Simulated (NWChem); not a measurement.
ZnHSCl; SMILES [SH][Zn][Cl]

```xyz
4

Zn    -0.0160     0.0175     0.0000
Cl    -0.0043     2.1239     0.0000
S     -0.0469    -2.1503     0.0000
H      1.3039    -2.2284     0.0000
```
Atoms are numbered in this order, from 1.

All runs: NWChem. Geometry: optimised at PBE0/def2-SVP. Ions are spin-unrestricted doublets at the neutral geometry; other ion states weren't tried.

Q: Predict the results for PBE/def2-SVP. Quantities: vertical ionisation energy, ΔSCF (eV); −ε(HOMO) (eV).

A: 
```
Quantity                               Value
-------------------------------------  -----
vertical ionisation energy, ΔSCF (eV)   9.52
−ε(HOMO) (eV)                           6.13
```
